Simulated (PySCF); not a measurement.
Vertical excitations of a molecule C7H5NO2S from TDDFT-M06-2X/def2-SVP in PySCF, as energy in eV (oscillator strength): 4.36 (0.000), 4.74 (0.001), 5.02 (0.010), 5.38 (0.000), 5.84 (0.013), 6.13 (0.618), 6.39 (0.331), 6.51 (0.008), 6.55 (0.001), 6.59 (0.001). Lowest triplet (TDA): 4.02 eV. Geometry optimised at TPSSh-D3(BJ)/def2-SVP. A frequency run showed that this geometry is not a minimum. One conformer was computed; it need not be the lowest.

Task: Which structure fits?
(A) COC(=O)c1csc(C#N)c1
(B) COC(=O)c1ccc(C#N)s1
(C) CN1C(=O)c2cscc2C1=O
(D) C#Cc1ncc(C(=O)OC)s1

Result: C, CN1C(=O)c2cscc2C1=O
